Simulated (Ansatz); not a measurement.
Cost and result for the atomization energy of C₂H₈AlFSi (`[CH3][Al]([F])[CH2][SiH3]`) (13 atoms, 12 bonds).

Cartesian coordinates in Å:
```
C -0.465 1.925 1.311
Al 0.122 1.133 -0.359
F 1.164 1.998 -1.312
C -0.415 -0.610 -1.022
Si 0.575 -2.032 -0.331
H -1.378 2.510 1.161
H -0.693 1.163 2.061
H 0.285 2.603 1.725
H -0.332 -0.626 -2.114
H -1.466 -0.778 -0.759
H 0.483 -2.043 1.157
H 2.013 -1.887 -0.690
H 0.107 -3.355 -0.826
```

Charge 0, multiplicity 1. All single points use the PBE0-D4/def2-TZVP geometry. It is one conformer, not always the lowest. Program: Ansatz. All runs use 4 threads of an Arm Neoverse N1 on a shared host. Times are those of one run each, without the atoms' runs, and a repeat can differ threefold. Electronic energies, without spin–orbit coupling; frozen cores. CCSD(T)/CBS adds CCSD(T) − MP2 in def2-TZVPP to the MP2 limit, and its time is that of the two runs behind it. T1 = 0.011. B3LYP takes the VWN-RPA correlation (the form of Gaussian; ORCA's B3LYP/G).

CCSD(T)/CBS is a level of theory with its own doubt, some kJ/mol a heavy atom from the limit and from the frozen cores, so smaller differences don't rank the functionals.

| level | functions | wall time | atomization (kJ/mol) | difference from CCSD(T)/CBS | per bond |
| --- | --- | --- | --- | --- | --- |
| PBE-D4/def2-TZVPP (with forces) | 289 | 5 s | 4657.1 | 0.3 | 0.0 |
| PBE0-D4/def2-TZVPP | 289 | 6.5 s | 4618.9 | -37.9 | -3.2 |
| r2SCAN-D4/def2-TZVPP (with forces) | 289 | 10 s | 4657.2 | 0.4 | 0.0 |
| B3LYP-D4/def2-TZVPP (with forces) | 289 | 10 s | 4635.8 | -21.0 | -1.7 |
| B2PLYP/def2-TZVPP | 289 | 11 s | 4595.7 | -61.1 | -5.1 |
| ωB97X-V/def2-TZVPP | 289 | 17 s | 4659.9 | 3.1 | 0.3 |
| ωB97M-V/def2-TZVPP (with forces) | 289 | 24 s | 4655.7 | -1.1 | -0.1 |
| MP2/def2-QZVPP | 551 | 47 s | 4655.9 | -0.9 | -0.1 |
| CCSD(T)/def2-TZVPP | 289 | 6.4 min | 4547.9 | -108.9 | -9.1 |
| CCSD(T)/CBS(def2) | – | 7.2 min | 4656.8 | 0.0 | 0.0 |

In def2-TZVPP, CCSD(T) changes the Hartree–Fock value by +984.6 kJ/mol (the triples alone add +48.5 kJ/mol) and MP2 by +1027.3 kJ/mol; breaking electron pairs costs correlation energy, which Hartree–Fock lacks. From PBE to PBE0 (25 % exact exchange), in def2-TZVPP and without D4, the atomization energy moves by −34.7 kJ/mol: exact exchange takes away binding that semilocal exchange gives to molecules. The D4 term adds +39.3 kJ/mol with B3LYP and +21.0 kJ/mol with PBE0; it sums over pairs of atoms, weighted by their polarisabilities, and B3LYP, whose exchange is more repulsive, gets the larger term.
